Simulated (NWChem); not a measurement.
# Basis-set dependence for CdS

SMILES: [S]=[Cd]
```xyz
2

Cd     0.0000     0.0000     0.5614
S      0.0000     0.0000    -1.6843
```
Charge 0, spin multiplicity 1.

The numbers come from NWChem runs, not from measurements. Structure: optimised with PBE0/def2-SVP with def2 effective core potentials on Cd, a minimum by its harmonic frequencies.

Hartree-Fock energies in Ha, correlation energies in mHa.

Effective core potentials replace the inner electrons of Cd; spin-orbit coupling is left out. The correlated methods keep 9 core orbitals frozen. The structure started from a generated list of species. Coupled-cluster values serve here as a point of comparison, not as the truth.

```csv
basis,functions,RHF,MP2,SCS-MP2,CCSD,CCSD+T(CCSD),CCSD(T),CR-CCSD[T],CR-CCSD(T)
def2-SVP,49,-564.18659,-409.8,-370.8,-409.2,-425.5,-423.6,-421.7,-420.3
def2-TZVP,77,-564.36184,-511.0,-467.8,-506.0,-526.9,-525.5,-521.7,-520.7
def2-QZVP,142,-564.37757,-662.3,-606.1,not run,not run,not run,not run,not run
```

From def2-TZVP to def2-QZVP the Hartree-Fock energy moves by -15.7 mHa and the MP2 correlation energy by -151.3 mHa, which is 23 % of its value in the larger set.
